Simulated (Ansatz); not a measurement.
## Several solutions for quintet CrO

| atom | x (Å) | y (Å) | z (Å) |
| --- | --- | --- | --- |
| Cr | 0.0000 | 0.0000 | 0.0000 |
| O | 0.0000 | 0.0000 | 4.8600 |

Basis set: def2-SVP (spherical functions). Charge 0, multiplicity 5.

PBE0 (unrestricted) was run from several starts with Ansatz (development build ahead of 0.2.0).

```json
{"run": "A", "program": "Ansatz", "start": "search for the lowest state", "converged": "yes", "energy (hartree)": "-1119.00605", "<S²>": "7.95"}
{"run": "B", "program": "Ansatz", "start": "atomic start, no search", "converged": "yes", "energy (hartree)": "-1118.94751", "<S²>": "7.75"}
{"run": "C", "program": "Ansatz", "start": "stability test followed", "converged": "yes", "energy (hartree)": "-1118.94751", "<S²>": "7.75"}
```

(1) Which runs reached the lowest solution of this kind, and what is wrong with the others?

Answers

(1) A reached the lowest solution found. Converged but too high: B by 1.59 eV, C by 1.59 eV. Convergence only shows a stationary point, and even a stable one can lie too high; stability tests and further starts are what find lower ones. Caution: charge can spread falsely over distant fragments. Caution: the unrestricted determinant is a mixture of spin states.
